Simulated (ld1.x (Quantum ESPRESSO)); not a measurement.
Results of a calculation; reference values are marked as such.
Hardness and transferability of assorted potentials

Generated with ld1.x 7.5 (TM, RRKJ, ultrasoft, PAW), atompaw 4.2 or ONCVPSP 4.0.1. The cutoff is in Ry: for ld1.x and atompaw files where the sum of valence levels is converged to 10 mRy in a Bessel basis, for ONCV files where the hardest occupied wave has 1 mHa per electron of residual kinetic energy. The error is the largest all-electron minus pseudo excitation energy over each file’s own four to seven test configurations (ionisations up to +4, promotions, holes and added fractions of an electron), all of which were solved. The labels leave out finer settings (local radius, basis sizes, second energies), which also bear on the numbers. Spin-polarised tests are not counted. The rows are a selection from randomly drawn settings: files with unsolved tests, undetermined cutoffs or missed reference levels are left out.

A true bound ghost makes a file unfit for plane-wave use even where its test errors are small: the radial tests pick states by their node count and pass the ghost by.

```csv
element,potential,cutoff (Ry),largest error (meV),bound ghosts
O,"PAW, PBE, scalar-relativistic, rc 0.75/1.90 (sp), local smoothed, core correction yes, reference 2s2 2p2",55,-11,none
Al,"ultrasoft, PBEsol, scalar-relativistic, rc 0.95/1.05/0.90 (spd), local smoothed, core correction no, reference 2s2 2p6 3s2 3p1",100,+31,none
P,"ultrasoft, PBEsol, scalar-relativistic, rc 1.30/2.05/1.85 (spd), local smoothed, core correction yes, reference 3s2 3p2",18,+48,s
Ar,"RRKJ, PBE, scalar-relativistic, rc 1.20/0.90 (sp), local s, core correction yes, reference 3s2 3p4",160,+72,none
Ti,"RRKJ, BP86, scalar-relativistic, rc 2.00/1.30/1.10 (spd), local s, core correction no, reference 3p6 3d2 4s0 4p0",110,-324,none
Ni,"TM, LDA (PZ), scalar-relativistic, rc 2.00/2.40/1.00/2.35 (spdf), local d, core correction yes, reference 3d8.5 4s1.5 4p0",230,-271,"s, p"
```

Task: Fill in the row for Ti: TM, LDA (PZ), non-relativistic, rc 1.15/1.65/2.15 (spd), local smoothed, core correction yes, reference 3s2 3p6 3d1 4s0 4p0.

Result: cutoff 100 Ry, largest error +2308 meV, bound ghosts: none.
